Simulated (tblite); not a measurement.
Problem. What does the GFN2-xTB structure of `C#CCP1CCC=C1CC` look like in three dimensions?

Solution. 
```
atom  x, y, z in Å
C1     2.1528    2.3011   -1.7212
C2     2.0485    1.1587   -1.3766
C3     1.9145   -0.2090   -0.9459
P4     1.3771   -0.3084    0.8605
C5     0.9697   -2.1302    0.9042
C6    -0.4326   -2.3339    0.3185
C7    -1.1327   -1.0101    0.3393
C8    -0.4012    0.0704    0.5857
C9    -0.8387    1.4983    0.6624
C10   -2.3001    1.7300    0.3015
H11    2.2495    3.2972   -2.0347
H12    1.1855   -0.7322   -1.5722
H13    2.8855   -0.7105   -1.0168
H14    0.9852   -2.4276    1.9560
H15    1.7356   -2.7133    0.3904
H16   -0.3826   -2.7045   -0.7111
H17   -0.9916   -3.0750    0.8949
H18   -2.1927   -0.9899    0.1359
H19   -0.6487    1.8558    1.6800
H20   -0.1951    2.0853   -0.0020
H21   -2.5033    1.3828   -0.7091
H22   -2.5337    2.7909    0.3537
H23   -2.9555    1.2010    0.9897
```

Orientation and origin are arbitrary. Atoms count from 1 in this order. Of the pairs four or more bonds apart, C10···H18 is among the closest relative to their van der Waals radii: 2.73 Å, 94 % of the sum of Bondi's values. The 5-membered ring P4–C5–C6–C7–C8 has internal angles of 89.6° to 117.7° (sum 537°, against 540° for a flat polygon); it is puckered, 0.09 Å rms from its mean plane, widest ring torsion 18°. The C–P distances run from 1.839 Å (P4–C8, drawn single) to 1.887 Å (C3–P4, drawn single), a spread of 0.048 Å. P4 (phosphine phosphorus) is pyramidal (angles 97.8°, 97.0° and 89.6°, sum 284.4°, 0.98 Å off the plane of its three neighbours).

Bonds between heavy atoms (Å): C1≡C2 1.198, C2–C3 1.440, C3–P4 1.887, P4–C5 1.867, C5–C6 1.533, C6–C7 1.498, C7=C8 1.328, C8–C9 1.495, C9–C10 1.523, P4–C8 1.839.

Structure optimised with GFN2-xTB, isolated species.

Point group: C1 (no symmetry element, even within 0.4 Å). Its GFN2-xTB frequencies are all real (lowest 43 cm⁻¹). One conformer, not necessarily the lowest (C2–C3–P4–C5 168°, C7–C8–C9–C10 -5°, C3–P4–C5–C6 -81°, P4–C5–C6–C7 -18°, C5–C6–C7–C8 12°, C3–P4–C8–C7 88°). 3 starts were optimised and ended at 0.00, 0.14 and 0.18 kcal/mol (GFN2-xTB); the lowest of these is shown.

All values are computed, not measured.
